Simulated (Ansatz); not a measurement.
Geometry optimisation, DFT PBE, scalar-relativistic, plane waves, PAW (Ansatz 0.2.0).

The input (input.yaml):

```yaml
crystal:
  lattice:
    - [4.58, 0.0, 0.0]
    - [2.29, 3.966396, 0.0]
    - [0.0, 0.0, 18.382645]
  atoms:
    - { symbol: Be, position: [-0.16666668, 0.33333336, 0.05439914] }
    - { symbol: Be, position: [0.33333332, 0.33333336, 0.05439914] }
    - { symbol: Be, position: [-0.1666667, 0.83333341, 0.05439914] }
    - { symbol: Be, position: [0.3333333, 0.83333341, 0.05439914] }
    - { symbol: Be, position: [0.0, 0.0, 0.15200288] }
    - { symbol: Be, position: [0.5, 0.0, 0.15200288] }
    - { symbol: Be, position: [-2.0e-08, 0.50000004, 0.15200288] }
    - { symbol: Be, position: [0.49999998, 0.50000004, 0.15200288] }
    - { symbol: Be, position: [-0.16666668, 0.33333336, 0.24960663] }
    - { symbol: Be, position: [0.33333332, 0.33333336, 0.24960663] }
    - { symbol: Be, position: [-0.1666667, 0.83333341, 0.24960663] }
    - { symbol: Be, position: [0.3333333, 0.83333341, 0.24960663] }
    - { symbol: Be, position: [0.0, 0.0, 0.34721037] }
    - { symbol: Be, position: [0.5, 0.0, 0.34721037] }
    - { symbol: Be, position: [-2.0e-08, 0.50000004, 0.34721037] }
    - { symbol: Be, position: [0.49999998, 0.50000004, 0.34721037] }
    - { symbol: "N", position: [0.66666664, 0.66666673, 0.40704942] }
    - { symbol: H, position: [0.33333327, 1.33333345, 0.33034664] }
basis:
  ecutwfc: 420.0
kpoints:
  mp_grid: { grid: [5, 5, 1] }
hamiltonian:
  xc: pbe
scf:
  occupations: { method: gaussian, width: 0.15 }
  lower_state_search: "off"
relax:
  f_tol: 0.03
  max_steps: 60
  adjacent_minimum: "off"
  constraints: [{ sites: [0, 1, 2, 3] }]
```

Command:

```bash
$ ansatz run input.yaml --threads 1 --pin off --max-ram 3072MiB --backend cpu --events-out ev --progress --plain --runs-dir out
```

Q: Where does it end, and by what steps?

A: The forces met the threshold. Limits of this set-up: coarse k mesh, thin slab, slab without dipole correction. After 9 steps the energy has fallen by 1.945 eV; H18 moved furthest, 1.41 Å.

```
step  energy less start (eV)  largest force component (eV/Å)  accepted
   0                  0.0000                           2.310       yes
   1                 -0.5567                           1.498       yes
   2                 -1.0474                           1.184       yes
   3                 -1.2966                           1.174       yes
   4                 -1.5405                           1.090       yes
   5                 -1.7473                           0.855       yes
   6                 -1.8853                           0.333       yes
   7                 -1.9410                           0.080       yes
   8                 -1.9446                           0.034       yes
   9                 -1.9449                           0.006       yes
```

```xyz
18
Lattice="4.5800 0.0000 0.0000 2.2900 3.9664 0.0000 0.0000 0.0000 18.3826" Properties=species:S:1:pos:R:3
Be 0.000 1.322 1.000
Be 2.290 1.322 1.000
Be 1.145 3.305 1.000
Be 3.435 3.305 1.000
Be 0.000 0.000 2.858
Be 2.290 0.016 2.856
Be 1.159 1.975 2.856
Be 3.421 1.975 2.856
Be 0.000 1.321 4.672
Be 2.290 1.322 4.720
Be 1.146 3.306 4.672
Be 3.434 3.306 4.672
Be 0.000 0.000 6.296
Be 2.290 -0.037 6.749
Be 1.113 2.002 6.749
Be 3.467 2.002 6.749
N 4.580 2.644 7.679
H 4.580 5.289 7.478
```

The run took 40 s on 1 thread of Arm Neoverse V1, on a shared host, peak memory 0.43 GiB.
